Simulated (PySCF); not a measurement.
## A single-point calculation

[Pb(NH2)]+ (singlet). PySCF 2.14.0, RKS B3LYP, Pb def2-SVP with ECP60, N def2-SVP, H def2-SVP; non-relativistic Hamiltonian with scalar-relativistic core potentials where named; density fitting; no spin-orbit coupling. Purpose: singlet excitations, Tamm-Dancoff B3LYP.

```python
mol = gto.M(atom='''
Pb    -0.00000    -0.00000    -0.04566
N     -0.00000    -0.00000     2.03655
H      0.83530    -0.00000     2.62491
H     -0.83530     0.00000     2.62491''',
    basis={'Pb': 'def2-SVP', 'N': 'def2-SVP', 'H': 'def2-SVP'},
    ecp={'Pb': 'def2-SVP'},
    charge=1, spin=0)
mf = dft.RKS(mol, xc='B3LYP')
mf.grids.atom_grid = (50, 194)
mf = mf.density_fit()  # fitting sets: Pb def2-universal-JKFIT, N def2-universal-JKFIT, H def2-universal-JKFIT
mf.conv_tol = 1e-08; mf.max_cycle = 55
mf.kernel(dm0)  # dm0: converged density of the relaxed state
td = mf.TDA(); td.nstates = 8; td.kernel()
```

Run from Python with OMP_NUM_THREADS=2; the lines above give its settings. Where DIIS fails, smearing, a level shift and second-order steps follow.
It took 2.9 s on 2 threads of AMD EPYC 9R45 96-Core Processor (Zen 5) (shared host), from an already converged density.

Question: Where do the frontier levels lie, over both spins?

Answer: HOMO -12.58 eV, LUMO -8.74 eV. 

Question: What does the SCF print?

Answer: 
```
init E= -248.600725258975
cycle= 1 E= -248.601294684288  delta_E= -0.000569  |g|= 0.0142  |ddm|= 0.0898
cycle= 2 E= -248.601139411347  delta_E= 0.000155  |g|= 0.0284  |ddm|= 0.0299
cycle= 3 E= -248.601326705113  delta_E= -0.000187  |g|= 0.00543  |ddm|= 0.0268
cycle= 4 E= -248.601336796386  delta_E= -1.01e-05  |g|= 0.000345  |ddm|= 0.00673
cycle= 5 E= -248.601336834491  delta_E= -3.81e-08  |g|= 7.33e-05  |ddm|= 0.000511
cycle= 6 E= -248.601336835556  delta_E= -1.07e-09  |g|= 2.67e-05  |ddm|= 0.00011
Extra cycle  E= -248.601336834414  delta_E= 1.14e-09  |g|= 7.02e-05  |ddm|= 8.81e-05
converged SCF energy = -248.601336834414
```

Question: What are the Mulliken charges and spins?

Answer: 
| atom | charge (e) | spin (e) |
| --- | --- | --- |
| Pb1 | 1.068 | 0.000 |
| N2 | -0.431 | 0.000 |
| H3 | 0.181 | 0.000 |
| H4 | 0.181 | 0.000 |

Question: Which singlet excitations follow (Tamm-Dancoff, 8 states)?

Answer: 
```
state    eV  oscillator strength
    1  2.68               0.0000
    2  4.85               0.0411
    3  4.96               0.1140
    4  5.47               0.0572
    5  6.23               0.0117
    6  8.48               0.0157
    7  8.95               0.0000
    8  9.05               0.0292
```
Functionals without range separation put charge-transfer states too low; the basis has no diffuse functions.

The geometry was relaxed with PBE0 (Pb def2-SVP with ECP60, N def2-SVP, H def2-SVP).
